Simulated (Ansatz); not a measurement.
Si₁₉PH₃₀, a doped nanocrystal cut from the lattice of silicon (P on an inner site). The state is a doublet with charge 0. Geometry PBE-D4/def2-SVP.

Cartesian coordinates in Å:
```
P 1.013 -0.572 0.002
Si -0.977 2.081 -1.744
Si -0.763 5.078 0.752
Si -2.504 1.804 1.595
Si 1.202 2.284 2.600
Si -0.908 -0.717 -4.398
Si -2.442 -1.225 -0.963
Si 0.923 -3.282 -2.328
Si -0.213 -1.145 3.586
Si -0.096 -4.095 1.167
Si 0.096 4.111 -1.209
Si 0.217 1.167 -3.553
Si -1.259 0.547 0.028
Si 2.300 1.090 0.882
Si -0.887 3.348 2.338
Si 0.958 0.740 4.360
Si 2.465 -1.780 -1.379
Si -1.198 -2.296 -2.673
Si 0.799 -5.049 -0.786
Si 0.930 -2.052 1.744
H -2.354 2.445 -2.255
H -2.148 5.619 0.493
H 0.111 6.209 1.238
H -3.667 2.571 1.003
H -3.028 0.976 2.739
H 2.210 3.330 3.030
H -2.257 -0.258 -4.897
H -0.161 -1.340 -5.552
H -3.660 -0.688 -1.681
H -2.930 -2.221 0.059
H 1.400 -3.772 -3.675
H -1.639 -0.851 3.212
H -0.222 -2.225 4.642
H -1.570 -3.850 0.989
H 0.089 -4.986 2.372
H -0.045 5.043 -2.389
H 1.568 3.856 -1.006
H 0.353 2.219 -4.629
H 1.609 0.801 -3.105
H 2.721 1.940 -0.285
H 3.531 0.452 1.478
H -1.198 3.905 3.710
H 0.261 1.380 5.535
H 2.309 0.242 4.815
H 3.061 -0.815 -2.367
H 3.584 -2.507 -0.668
H -2.057 -3.422 -3.210
H -0.066 -6.185 -1.271
H 2.180 -5.579 -0.487
H 2.361 -2.328 2.142
```

Single mean-field runs in def2-SVP, def2-TZVP are fitted with def2-universal-jkfit.

(1) Estimate the α-spin orbital energies around the gap (eV) in Ansatz with PBE-D4/def2-TZVP, revPBE-D4/def2-TZVP, r2SCAN-D4/def2-TZVP, PBE0-D4/def2-SVP, PBE0-D4/def2-TZVP.

Answers

(1) 
```json
{"orbital": "HOMO−13", "PBE-D4/def2-TZVP": "-7.56", "revPBE-D4/def2-TZVP": "-7.51", "r2SCAN-D4/def2-TZVP": "-7.85", "PBE0-D4/def2-SVP": "-8.72", "PBE0-D4/def2-TZVP": "-8.64"}
{"orbital": "HOMO−12", "PBE-D4/def2-TZVP": "-7.47", "revPBE-D4/def2-TZVP": "-7.44", "r2SCAN-D4/def2-TZVP": "-7.78", "PBE0-D4/def2-SVP": "-8.65", "PBE0-D4/def2-TZVP": "-8.61"}
{"orbital": "HOMO−11", "PBE-D4/def2-TZVP": "-7.40", "revPBE-D4/def2-TZVP": "-7.36", "r2SCAN-D4/def2-TZVP": "-7.69", "PBE0-D4/def2-SVP": "-8.55", "PBE0-D4/def2-TZVP": "-8.52"}
{"orbital": "HOMO−10", "PBE-D4/def2-TZVP": "-7.19", "revPBE-D4/def2-TZVP": "-7.15", "r2SCAN-D4/def2-TZVP": "-7.47", "PBE0-D4/def2-SVP": "-8.31", "PBE0-D4/def2-TZVP": "-8.26"}
{"orbital": "HOMO−9", "PBE-D4/def2-TZVP": "-7.12", "revPBE-D4/def2-TZVP": "-7.08", "r2SCAN-D4/def2-TZVP": "-7.39", "PBE0-D4/def2-SVP": "-8.24", "PBE0-D4/def2-TZVP": "-8.18"}
{"orbital": "HOMO−8", "PBE-D4/def2-TZVP": "-7.04", "revPBE-D4/def2-TZVP": "-7.00", "r2SCAN-D4/def2-TZVP": "-7.31", "PBE0-D4/def2-SVP": "-8.14", "PBE0-D4/def2-TZVP": "-8.08"}
{"orbital": "HOMO−7", "PBE-D4/def2-TZVP": "-6.88", "revPBE-D4/def2-TZVP": "-6.84", "r2SCAN-D4/def2-TZVP": "-7.14", "PBE0-D4/def2-SVP": "-7.96", "PBE0-D4/def2-TZVP": "-7.89"}
{"orbital": "HOMO−6", "PBE-D4/def2-TZVP": "-6.70", "revPBE-D4/def2-TZVP": "-6.65", "r2SCAN-D4/def2-TZVP": "-6.94", "PBE0-D4/def2-SVP": "-7.75", "PBE0-D4/def2-TZVP": "-7.68"}
{"orbital": "HOMO−5", "PBE-D4/def2-TZVP": "-6.63", "revPBE-D4/def2-TZVP": "-6.59", "r2SCAN-D4/def2-TZVP": "-6.87", "PBE0-D4/def2-SVP": "-7.68", "PBE0-D4/def2-TZVP": "-7.60"}
{"orbital": "HOMO−4", "PBE-D4/def2-TZVP": "-6.55", "revPBE-D4/def2-TZVP": "-6.51", "r2SCAN-D4/def2-TZVP": "-6.79", "PBE0-D4/def2-SVP": "-7.58", "PBE0-D4/def2-TZVP": "-7.53"}
{"orbital": "HOMO−3", "PBE-D4/def2-TZVP": "-6.45", "revPBE-D4/def2-TZVP": "-6.41", "r2SCAN-D4/def2-TZVP": "-6.68", "PBE0-D4/def2-SVP": "-7.47", "PBE0-D4/def2-TZVP": "-7.42"}
{"orbital": "HOMO−2", "PBE-D4/def2-TZVP": "-6.41", "revPBE-D4/def2-TZVP": "-6.37", "r2SCAN-D4/def2-TZVP": "-6.64", "PBE0-D4/def2-SVP": "-7.43", "PBE0-D4/def2-TZVP": "-7.36"}
{"orbital": "HOMO−1", "PBE-D4/def2-TZVP": "-6.15", "revPBE-D4/def2-TZVP": "-6.10", "r2SCAN-D4/def2-TZVP": "-6.36", "PBE0-D4/def2-SVP": "-7.12", "PBE0-D4/def2-TZVP": "-7.07"}
{"orbital": "HOMO", "PBE-D4/def2-TZVP": "-4.09", "revPBE-D4/def2-TZVP": "-4.04", "r2SCAN-D4/def2-TZVP": "-4.25", "PBE0-D4/def2-SVP": "-4.77", "PBE0-D4/def2-TZVP": "-4.79"}
{"orbital": "LUMO", "PBE-D4/def2-TZVP": "-2.25", "revPBE-D4/def2-TZVP": "-2.17", "r2SCAN-D4/def2-TZVP": "-2.11", "PBE0-D4/def2-SVP": "-1.42", "PBE0-D4/def2-TZVP": "-1.54"}
{"orbital": "LUMO+1", "PBE-D4/def2-TZVP": "-2.07", "revPBE-D4/def2-TZVP": "-1.99", "r2SCAN-D4/def2-TZVP": "-1.94", "PBE0-D4/def2-SVP": "-1.20", "PBE0-D4/def2-TZVP": "-1.36"}
{"orbital": "LUMO+2", "PBE-D4/def2-TZVP": "-2.03", "revPBE-D4/def2-TZVP": "-1.95", "r2SCAN-D4/def2-TZVP": "-1.89", "PBE0-D4/def2-SVP": "-1.14", "PBE0-D4/def2-TZVP": "-1.29"}
{"orbital": "LUMO+3", "PBE-D4/def2-TZVP": "-1.93", "revPBE-D4/def2-TZVP": "-1.85", "r2SCAN-D4/def2-TZVP": "-1.80", "PBE0-D4/def2-SVP": "-1.05", "PBE0-D4/def2-TZVP": "-1.20"}
{"orbital": "LUMO+4", "PBE-D4/def2-TZVP": "-1.87", "revPBE-D4/def2-TZVP": "-1.79", "r2SCAN-D4/def2-TZVP": "-1.71", "PBE0-D4/def2-SVP": "-0.99", "PBE0-D4/def2-TZVP": "-1.14"}
{"orbital": "LUMO+5", "PBE-D4/def2-TZVP": "-1.82", "revPBE-D4/def2-TZVP": "-1.73", "r2SCAN-D4/def2-TZVP": "-1.66", "PBE0-D4/def2-SVP": "-0.90", "PBE0-D4/def2-TZVP": "-1.08"}
{"orbital": "β HOMO", "PBE-D4/def2-TZVP": "-6.08", "revPBE-D4/def2-TZVP": "-6.03", "r2SCAN-D4/def2-TZVP": "-6.26", "PBE0-D4/def2-SVP": "-7.03", "PBE0-D4/def2-TZVP": "-6.98"}
{"orbital": "β LUMO", "PBE-D4/def2-TZVP": "-3.46", "revPBE-D4/def2-TZVP": "-3.36", "r2SCAN-D4/def2-TZVP": "-3.21", "PBE0-D4/def2-SVP": "-2.69", "PBE0-D4/def2-TZVP": "-2.70"}
```
